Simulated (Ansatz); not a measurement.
```xyz
3

O     0.0000    0.0000    0.0000
O     0.0000    1.0834    0.6665
O     0.0000   -1.0834    0.6665
```

Basis set: cc-pVDZ (spherical functions). Frozen core: 3 orbitals. Charge 0, multiplicity 1.

Computed with Ansatz (development build ahead of 0.2.0); the reference of a correlated method needn't be the lowest determinant of its kind. Restricted open shells among the atoms or ions are ROHF, correlated in semicanonical orbitals with singles.

Q: Give the atomization energy at this shape (free ground-state atoms in the same class of orbitals less the molecule, no zero-point energy) of singlet O₃ by RHF-CCSD(T), RHF-CCSD.

A:

```
     method  atomization energy
RHF-CCSD(T)        472.0 kJ/mol
   RHF-CCSD        391.1 kJ/mol
```

Caution: in another basis set an unrestricted determinant lies well below; the program doubts this total.
